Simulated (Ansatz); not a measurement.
Ansatz (an electronic-structure program) input for C₂H₆BO₂, SMILES CO[B]OC (connectivity only; charge and spin as stated), charge +1, multiplicity 1, PBE0-D3(BJ)/def2-SVP. 

Ansatz 0.2 input:
```yaml
crystal:
  periodic: [false, false, false]
  atoms:
    - {symbol: C, position_ang: [0.04248127, 2.61336707, -0.04959568]}
    - {symbol: O, position_ang: [-0.12369063, 1.21878361, 0.06321664]}
    - {symbol: B, position_ang: [0.00000000, -0.00000000, 0.00707971]}
    - {symbol: O, position_ang: [0.12369064, -1.21878361, 0.06321663]}
    - {symbol: C, position_ang: [-0.04248128, -2.61336708, -0.04959567]}
    - {symbol: H, position_ang: [-0.08609292, 2.90735677, -1.09287048]}
    - {symbol: H, position_ang: [-0.71457701, 3.09763319, 0.56976052]}
    - {symbol: H, position_ang: [1.04005159, 2.88803201, 0.29725166]}
    - {symbol: H, position_ang: [-1.04005155, -2.88803200, 0.29725177]}
    - {symbol: H, position_ang: [0.08609278, -2.90735677, -1.09287049]}
    - {symbol: H, position_ang: [0.71457707, -3.09763319, 0.56976044]}
basis:
  gaussian:
    orbitals: def2-SVP
hamiltonian:
  xc: pbe0
  dispersion: d3bj
total_charge: 1
relax: {f_tol: 0.002, max_steps: 200}
```

Output:

```
WARN ansatz: RAYON_NUM_THREADS=1 ignored (pool sized by the plan → 1); use --threads N
Functional definition: PBE0
integrals: 0.05 GiB planned
1103 factors; integrals over basis functions are off by at most 3.0e-4 eV
mean field: 0.35 GiB planned
mean field evaluation 1: about -6911.5760 eV, gradient 7.8e1 eV
mean field evaluation 2: about -6902.3944 eV, gradient 1.1e2 eV
mean field evaluation 4: about -6923.0518 eV, gradient 2.0e0 eV
mean field evaluation 8: about -6923.1159 eV, gradient 6.2e-2 eV
mean field evaluation 16: about -6923.1159 eV, gradient 3.3e-6 eV
mean field -6923.11592770 eV, -254.4198176864 hartree, gradient 2.9e-6 eV, S^2 0.000000; 0 other end points of the search recorded, 0 dependent functions left out
the calculation of the forces begins
reference -6923.11595599 eV, -254.4198187260 hartree; 19, 19 occupied and 81, 81 virtual orbitals, 1103 factors
relax step   1: F+E_penalty+E_count = -6923.24689320 eV  Δ(F+E_penalty+E_count) = +0.000e0 eV  max|allowed force component| = 8.769e-1 eV/Å  Δτ_max = 0.0000 Å  (28 SCF iters, accepted)
these checks for a lower state are left out or cut short: starts, cluster_reference, orbital_swaps, neighbouring_geometries, increment
integrals: 0.05 GiB planned
1103 factors; integrals over basis functions are off by at most 3.1e-4 eV
mean field: 0.35 GiB planned
mean field -6923.15305593 eV, -254.4211821237 hartree, gradient 8.4e-6 eV, S^2 0.000000; 0 other end points of the search recorded, 0 dependent functions left out
the calculation of the forces begins
[...]
integrals: 0.05 GiB planned
1103 factors; integrals over basis functions are off by at most 3.2e-4 eV
mean field: 0.35 GiB planned
mean field -6923.16259541 eV, -254.4215326933 hartree, gradient 8.8e-6 eV, S^2 0.000000; 0 other end points of the search recorded, 0 dependent functions left out
the calculation of the forces begins
reference -6923.16262360 eV, -254.4215337291 hartree; 19, 19 occupied and 81, 81 virtual orbitals, 1103 factors
relax step   5: F+E_penalty+E_count = -6923.29268764 eV  Δ(F+E_penalty+E_count) = -8.827e-4 eV  max|allowed force component| = 6.257e-2 eV/Å  Δτ_max = 0.0243 Å  (29 SCF iters, accepted)
these checks for a lower state are left out or cut short: starts, cluster_reference, orbital_swaps, neighbouring_geometries, increment
integrals: 0.05 GiB planned
1103 factors; integrals over basis functions are off by at most 3.2e-4 eV
mean field: 0.35 GiB planned
mean field -6923.16291715 eV, -254.4215445168 hartree, gradient 8.7e-6 eV, S^2 0.000000; 0 other end points of the search recorded, 0 dependent functions left out
the calculation of the forces begins
reference -6923.16294535 eV, -254.4215455532 hartree; 19, 19 occupied and 81, 81 virtual orbitals, 1103 factors
relax step   6: F+E_penalty+E_count = -6923.29307067 eV  Δ(F+E_penalty+E_count) = -3.830e-4 eV  max|allowed force component| = 2.087e-2 eV/Å  Δτ_max = 0.0186 Å  (30 SCF iters, accepted)
these checks for a lower state are left out or cut short: starts, cluster_reference, orbital_swaps, neighbouring_geometries, increment
integrals: 0.05 GiB planned
1103 factors; integrals over basis functions are off by at most 3.2e-4 eV
mean field: 0.35 GiB planned
mean field evaluation 64: about -6923.1630 eV, gradient 1.2e-5 eV
mean field -6923.16300023 eV, -254.4215475700 hartree, gradient 1.2e-5 eV, S^2 0.000000; 0 other end points of the search recorded, 0 dependent functions left out
the calculation of the forces begins
reference -6923.16302845 eV, -254.4215486069 hartree; 19, 19 occupied and 81, 81 virtual orbitals, 1103 factors
relax step   7: F+E_penalty+E_count = -6923.29318004 eV  Δ(F+E_penalty+E_count) = -1.094e-4 eV  max|allowed force component| = 2.964e-2 eV/Å  Δτ_max = 0.0062 Å  (23 SCF iters, accepted)
these checks for a lower state are left out or cut short: starts, cluster_reference, orbital_swaps, neighbouring_geometries, increment
integrals: 0.05 GiB planned
1103 factors; integrals over basis functions are off by at most 3.2e-4 eV
mean field: 0.35 GiB planned
mean field -6923.16316008 eV, -254.4215534445 hartree, gradient 8.7e-6 eV, S^2 0.000000; 0 other end points of the search recorded, 0 dependent functions left out
the calculation of the forces begins
reference -6923.16318832 eV, -254.4215544822 hartree; 19, 19 occupied and 81, 81 virtual orbitals, 1103 factors
relax step   8: F+E_penalty+E_count = -6923.29342119 eV  Δ(F+E_penalty+E_count) = -2.411e-4 eV  max|allowed force component| = 4.153e-2 eV/Å  Δτ_max = 0.0149 Å  (30 SCF iters, accepted)
these checks for a lower state are left out or cut short: starts, cluster_reference, orbital_swaps, neighbouring_geometries, increment
integrals: 0.05 GiB planned
1103 factors; integrals over basis functions are off by at most 3.2e-4 eV
mean field: 0.35 GiB planned
mean field -6923.16337190 eV, -254.4215612288 hartree, gradient 9.0e-6 eV, S^2 0.000000; 0 other end points of the search recorded, 0 dependent functions left out
the calculation of the forces begins
reference -6923.16340015 eV, -254.4215622668 hartree; 19, 19 occupied and 81, 81 virtual orbitals, 1103 factors
relax step   9: F+E_penalty+E_count = -6923.29383390 eV  Δ(F+E_penalty+E_count) = -4.127e-4 eV  max|allowed force component| = 7.412e-2 eV/Å  Δτ_max = 0.0383 Å  (29 SCF iters, accepted)
these checks for a lower state are left out or cut short: starts, cluster_reference, orbital_swaps, neighbouring_geometries, increment
integrals: 0.05 GiB planned
1103 factors; integrals over basis functions are off by at most 3.3e-4 eV
mean field: 0.35 GiB planned
mean field -6923.16359013 eV, -254.4215692483 hartree, gradient 8.8e-6 eV, S^2 0.000000; 0 other end points of the search recorded, 0 dependent functions left out
the calculation of the forces begins
reference -6923.16361834 eV, -254.4215702853 hartree; 19, 19 occupied and 81, 81 virtual orbitals, 1103 factors
relax step  10: F+E_penalty+E_count = -6923.29414289 eV  Δ(F+E_penalty+E_count) = -3.090e-4 eV  max|allowed force component| = 5.944e-2 eV/Å  Δτ_max = 0.0174 Å  (29 SCF iters, accepted)
these checks for a lower state are left out or cut short: starts, cluster_reference, orbital_swaps, neighbouring_geometries, increment
integrals: 0.05 GiB planned
1103 factors; integrals over basis functions are off by at most 3.2e-4 eV
mean field: 0.35 GiB planned
mean field -6923.16375553 eV, -254.4215753269 hartree, gradient 1.4e-5 eV, S^2 0.000000; 0 other end points of the search recorded, 0 dependent functions left out
the calculation of the forces begins
reference -6923.16378373 eV, -254.4215763632 hartree; 19, 19 occupied and 81, 81 virtual orbitals, 1103 factors
relax step  11: F+E_penalty+E_count = -6923.29432480 eV  Δ(F+E_penalty+E_count) = -1.819e-4 eV  max|allowed force component| = 2.497e-2 eV/Å  Δτ_max = 0.0055 Å  (23 SCF iters, accepted)
these checks for a lower state are left out or cut short: starts, cluster_reference, orbital_swaps, neighbouring_geometries, increment
integrals: 0.05 GiB planned
1103 factors; integrals over basis functions are off by at most 3.2e-4 eV
mean field: 0.35 GiB planned
mean field evaluation 96: about -6923.1042 eV, gradient 5.3e-1 eV
mean field -6923.16382306 eV, -254.4215778087 hartree, gradient 2.0e-5 eV, S^2 0.000000; 0 other end points of the search recorded, 0 dependent functions left out
the calculation of the forces begins
reference -6923.16385123 eV, -254.4215788439 hartree; 19, 19 occupied and 81, 81 virtual orbitals, 1103 factors
relax step  12: F+E_penalty+E_count = -6923.29443430 eV  Δ(F+E_penalty+E_count) = -1.095e-4 eV  max|allowed force component| = 6.461e-3 eV/Å  Δτ_max = 0.0065 Å  (23 SCF iters, accepted)
these checks for a lower state are left out or cut short: starts, cluster_reference, orbital_swaps, neighbouring_geometries, increment
integrals: 0.05 GiB planned
1103 factors; integrals over basis functions are off by at most 3.2e-4 eV
mean field: 0.35 GiB planned
mean field -6923.16382372 eV, -254.4215778328 hartree, gradient 1.9e-5 eV, S^2 0.000000; 0 other end points of the search recorded, 0 dependent functions left out
the calculation of the forces begins
reference -6923.16385189 eV, -254.4215788678 hartree; 19, 19 occupied and 81, 81 virtual orbitals, 1103 factors
relax step  13: F+E_penalty+E_count = -6923.29444646 eV  Δ(F+E_penalty+E_count) = -1.215e-5 eV  max|allowed force component| = 9.359e-4 eV/Å  Δτ_max = 0.0043 Å  (22 SCF iters, accepted)
these checks for a lower state are left out or cut short: starts, cluster_reference, orbital_swaps, neighbouring_geometries, increment
integrals: 0.05 GiB planned
1103 factors; integrals over basis functions are off by at most 3.3e-4 eV
mean field: 0.35 GiB planned
mean field -6923.16380228 eV, -254.4215770447 hartree, gradient 1.4e-5 eV, S^2 0.000000; 0 other end points of the search recorded, 0 dependent functions left out
the calculation of the forces begins
reference -6923.16383043 eV, -254.4215780792 hartree; 19, 19 occupied and 81, 81 virtual orbitals, 1103 factors
relax step  14: F+E_penalty+E_count = -6923.29445669 eV  Δ(F+E_penalty+E_count) = -1.023e-5 eV  max|allowed force component| = 2.759e-3 eV/Å  Δτ_max = 0.0103 Å  (23 SCF iters, accepted)
these checks for a lower state are left out or cut short: starts, cluster_reference, orbital_swaps, neighbouring_geometries, increment
integrals: 0.05 GiB planned
1103 factors; integrals over basis functions are off by at most 3.3e-4 eV
mean field: 0.35 GiB planned
mean field -6923.16379515 eV, -254.4215767827 hartree, gradient 6.9e-5 eV, S^2 0.000000; 0 other end points of the search recorded, 0 dependent functions left out
the calculation of the forces begins
reference -6923.16382330 eV, -254.4215778171 hartree; 19, 19 occupied and 81, 81 virtual orbitals, 1103 factors
relax step  15: F+E_penalty+E_count = -6923.29445543 eV  Δ(F+E_penalty+E_count) = +1.260e-6 eV  max|allowed force component| = 3.625e-3 eV/Å  Δτ_max = 0.0010 Å  (20 SCF iters, rejected (line search))
these checks for a lower state are left out or cut short: starts, cluster_reference, orbital_swaps, neighbouring_geometries, increment
integrals: 0.05 GiB planned
1103 factors; integrals over basis functions are off by at most 3.3e-4 eV
mean field: 0.35 GiB planned
mean field -6923.16380461 eV, -254.4215771304 hartree, gradient 5.1e-5 eV, S^2 0.000000; 0 other end points of the search recorded, 0 dependent functions left out
the calculation of the forces begins
reference -6923.16383276 eV, -254.4215781648 hartree; 19, 19 occupied and 81, 81 virtual orbitals, 1103 factors
relax step  16: F+E_penalty+E_count = -6923.29445774 eV  Δ(F+E_penalty+E_count) = -1.057e-6 eV  max|allowed force component| = 1.666e-4 eV/Å  Δτ_max = 0.0005 Å  (19 SCF iters, accepted)
integrals: 0.05 GiB planned
1103 factors; integrals over basis functions are off by at most 3.3e-4 eV
mean field: 0.35 GiB planned
mean field evaluation 128: about -6923.1638 eV, gradient 5.1e-5 eV
mean field -6923.16380461 eV, -254.4215771304 hartree, gradient 5.1e-5 eV, S^2 0.000000; 1 other end points of the search recorded, 0 dependent functions left out
the calculation of the forces begins
reference -6923.16383276 eV, -254.4215781648 hartree; 19, 19 occupied and 81, 81 virtual orbitals, 1103 factors
Total energy: -6923.29448589 eV, -254.4263795791 hartree
Atom 0 at     0.037437     2.623454    -0.078216 Å, force    -0.000002     0.000012    -0.000032 eV/Å
Atom 1 at    -0.159975     1.233256     0.208270 Å, force     0.000019     0.000167     0.000053 eV/Å
Atom 2 at    -0.000000    -0.000000     0.169054 Å, force    -0.000000    -0.000000    -0.000061 eV/Å
Atom 3 at     0.159975    -1.233257     0.208269 Å, force    -0.000019    -0.000167     0.000053 eV/Å
Atom 4 at    -0.037437    -2.623455    -0.078216 Å, force     0.000002    -0.000012    -0.000032 eV/Å
Atom 5 at    -0.160393     2.783300    -1.144395 Å, force    -0.000003     0.000050    -0.000001 eV/Å
Atom 6 at    -0.672852     3.181291     0.541113 Å, force    -0.000010    -0.000003     0.000005 eV/Å
Atom 7 at     1.071139     2.880921     0.180004 Å, force    -0.000002     0.000008     0.000005 eV/Å
Atom 8 at    -1.071139    -2.880920     0.180004 Å, force     0.000002    -0.000008     0.000005 eV/Å
Atom 9 at     0.160393    -2.783300    -1.144395 Å, force     0.000003    -0.000050    -0.000001 eV/Å
Atom 10 at     0.672853    -3.181290     0.541113 Å, force     0.000010     0.000003     0.000005 eV/Å
Dipole moment:    -0.000000     0.000000    -0.144557 e Å
```

Self-consistency was reached.

Cost: around 40 core-seconds (rough).
